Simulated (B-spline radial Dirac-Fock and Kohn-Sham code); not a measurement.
## How the binding energies of In add up

System: the free indium atom in the configuration [Kr] 4d10 5s1 5p2 (an excited configuration); nuclear rms radius 4.6156 fm (A = 115).

Method: relaxed Dirac-Fock hole states (ΔSCF) with Breit and QED corrections and a finite nucleus. Computed with a B-spline atomic structure program. Electron correlation is not included. Energies are counted from the vacuum level. Subshells whose hole state is unreliable or did not converge are left out.

All terms are in eV, carry their sign (relaxation lowers the binding energy) and add up to the binding energy; ⟨r⟩ is the mean radius of the orbital in the initial state.

```tsv
subshell	−ε (Koopmans)	relaxation	Gaunt	retardation	self-energy	vacuum polarisation	binding energy	⟨r⟩ (bohr)
K (1s)	28104.9	-66.22	-64.72	5.10	-34.71	4.51	27948.8	0.030
L1 (2s)	4299.3	-36.07	-5.75	0.31	-4.21	0.51	4254.1	0.128
L2 (2p1/2)	3997.2	-39.41	-10.38	1.16	0.31	-0.02	3948.9	0.109
L3 (2p3/2)	3785.3	-38.29	-7.43	1.36	-0.08	-0.03	3740.9	0.114
M1 (3s)	856.3	-16.05	-0.76	0.02	-0.84	0.10	838.8	0.346
M2 (3p1/2)	733.2	-16.45	-1.51	0.16	0.06	0.00	715.4	0.338
M3 (3p3/2)	693.7	-15.99	-0.97	0.20	-0.01	-0.01	677.0	0.349
M4 (3d3/2)	478.3	-17.37	-0.39	0.01	0.08	-0.01	460.7	0.321
M5 (3d5/2)	470.4	-17.18	-0.15	0.02	0.05	-0.01	453.1	0.325
N2 (4p1/2)	103.9	-5.24	-0.21	0.02	0.01	0.00	98.51	0.907
N3 (4p3/2)	96.96	-5.00	-0.11	0.03	0.00	0.00	91.88	0.935
N4 (4d3/2)	29.83	-3.94	0.00	0.00	0.01	0.00	25.90	1.154
N5 (4d5/2)	28.87	-3.86	0.03	0.00	0.01	0.00	25.05	1.170
O1 (5s)	12.83	-0.64	0.00	0.00	-0.01	0.00	12.17	2.646
O2,3 (5p)	5.55	-0.29	0.00	0.00	0.00	0.00	5.25	3.713
```

For the deepest level, K (1s), the Breit terms make up -0.213 % of the binding energy, QED -0.108 % and orbital relaxation -0.237 %.
